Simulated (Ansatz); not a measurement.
Abridged output of a molecular run in Ansatz:

```
Functional definition: HF
1694 factors; integrals over basis functions are off by at most 1.1e-3 eV
mean field evaluation 1: about -60812.3495 eV, gradient 3.7e1 eV
mean field evaluation 2: about -60812.5937 eV, gradient 3.7e1 eV
mean field evaluation 4: about -60816.3184 eV, gradient 5.5e0 eV
mean field evaluation 8: about -60816.3977 eV, gradient 2.9e-1 eV
mean field -60816.39803077 eV, -2234.9614047957 hartree, gradient 2.6e-6 eV, S^2 0.000000; 0 other end points of the search recorded, 0 dependent functions left out
13 core orbitals not correlated: weight in the atoms' cores, before any rotation towards them, 1.000 or more for the frozen orbitals, at most 0.000 for the correlated occupied ones
reference -60816.39803077 eV, -2234.9614047957 hartree; 19, 19 occupied and 252, 252 virtual orbitals, 1694 factors
second order -24.51195010 eV of doubles, -0.00000000 eV of singles
cycle   1  -24.78035578 eV  change   -2.7e-1 eV  update   1.2e-1
cycle   2  -25.54856190 eV  change   -7.7e-1 eV  update   3.6e-2
cycle   3  -25.68121953 eV  change   -1.3e-1 eV  update   1.8e-2
cycle   4  -25.66563702 eV  change    1.6e-2 eV  update   5.3e-3
cycle   5  -25.66631122 eV  change   -6.7e-4 eV  update   2.7e-3
cycle   6  -25.66691145 eV  change   -6.0e-4 eV  update   8.9e-4
cycle   7  -25.66652654 eV  change    3.8e-4 eV  update   3.8e-4
cycle   8  -25.66657577 eV  change   -4.9e-5 eV  update   1.1e-4
cycle   9  -25.66660036 eV  change   -2.5e-5 eV  update   4.3e-5
perturbative correction -1.07976937 eV, -0.0396807924 hartree
Total energy: -60843.14440050 eV, -2235.9443157539 hartree
```

Its atoms:

Z-matrix (Å, degrees):
```
Ge
N 1 1.875
H 1 1.536 2 108.6
H 1 1.536 2 108.6 3 -119.5
H 1 1.528 2 105.9 3 120.2
C 2 1.397 1 118.6 3 59.8
B 2 1.402 1 120.6 3 -120.2
C 6 1.330 2 126.7 1 -0.0
H 6 1.087 2 113.2 1 180.0
H 7 1.198 2 118.8 1 180.0
H 7 1.196 2 119.5 1 -0.0
H 8 1.081 6 119.8 2 -180.0
H 8 1.084 6 123.3 2 0.0
```

(1) Which basis set was used?
A. def2-SVPD
B. def2-TZVPP
C. def2-SVP
D. cc-pV(Q+d)Z

(2) Write the keys of the input that set method, charge and spin (a neutral closed shell needs none for the last two).

Answers

(1) B. It gives 284 functions.

(2) 
```yaml
correlation: {method: ccsd_t}
```
